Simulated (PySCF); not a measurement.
A structure optimised at B3LYP-D3(BJ)/def2-SVP, used in a PySCF frequency run:

```xyz
6

Re     0.0000     0.0000    -0.4825
O      0.0000    -1.3999    -1.4328
O      0.0000     1.3999    -1.4328
Br     0.0000     0.0000     2.0276
Br     2.4698     0.0000    -0.1693
Br    -2.4698     0.0000    -0.1693
```
Charge 0, spin multiplicity 1.

Task: Write its SMILES, formula and point group.

Result: [O]=[Re](=[O])([Br])([Br])[Br], Br3O2Re, C2v

Task: What are its rotational constants (standard atomic weights)?

Result: 1.0011, 0.48708, 0.35666 GHz
